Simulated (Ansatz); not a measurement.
`[F][InH][GeH3]` + H₂Se → `[F][InH][SeH]` + GeH₄ at 600 K and 1 bar (cleavage of the In–Ge bond).

Computed with Ansatz on PBE0-D4/def2-TZVP structures; ΔE is electronic, products minus reactants. CCSD(T)/CBS adds triple-zeta CCSD(T) − MP2 to the extrapolated MP2 energy (def2 sets, frozen cores). def2 core potentials past Kr. For Ge, In, Se outer-core shells are correlated without core-valence functions, which leaves a few kJ/mol of doubt a bond. Scalar relativity is left out up to krypton. One conformer a species, not always the lowest.

```
         species  CCSD(T)/CBS energy (Eh)  H − E (kJ/mol)  S (J/(mol·K))
`[F][InH][GeH3]`              -2368.14594           132.6          438.3
            H₂Se              -2401.89790            57.0          244.8
 `[F][InH][SeH]`              -2691.57127            83.9          389.5
            GeH₄              -2078.49493           105.8          256.4
```

H − E and S are ideal-gas, rigid-rotor, harmonic terms from PBE0-D4/def2-TZVP, for one conformer and one mirror image of each species. 1 Eh = 2625.50 kJ/mol, R = 8.31446 J/(mol·K).

Q: By hand: ΔE, ΔH, ΔS and ΔG.

A: ΔE = (-2691.57127) + (-2078.49493) − (-2368.14594) − (-2401.89790) = -0.02236 Eh = -58.7 kJ/mol. Δ(H − E) = 83.9 + 105.8 − 132.6 − 57.0 = 0.1, so ΔH = -58.6 kJ/mol. ΔS = 389.5 + 256.4 − 438.3 − 244.8 = -37.2 J/(mol·K). ΔG = -58.6 − 600 × (-37.2)/1000 = -36.3 kJ/mol.

Q: By hand: the equilibrium constant, and the temperature at which ΔG would vanish if ΔH and ΔS stayed fixed.

A: log₁₀ K = −ΔG/(RT ln 10) = 3.2. ΔG = 0 at ΔH/ΔS = 1575 K.

TΔS isn't small against ΔH here. A doubt of 5 kJ/mol in ΔE shifts log₁₀ K by 0.4 here. Other conformers and mirror images would add mixing entropy, several J/(mol·K) or more a flexible species. Modes under 60 cm⁻¹, often nearly free rotors, make the harmonic entropy too high. These are equilibria of isolated gas molecules and say nothing of rates. Largest T1 diagnostic: 0.015 (customary marks: 0.02 for closed shells, 0.045 for open ones).
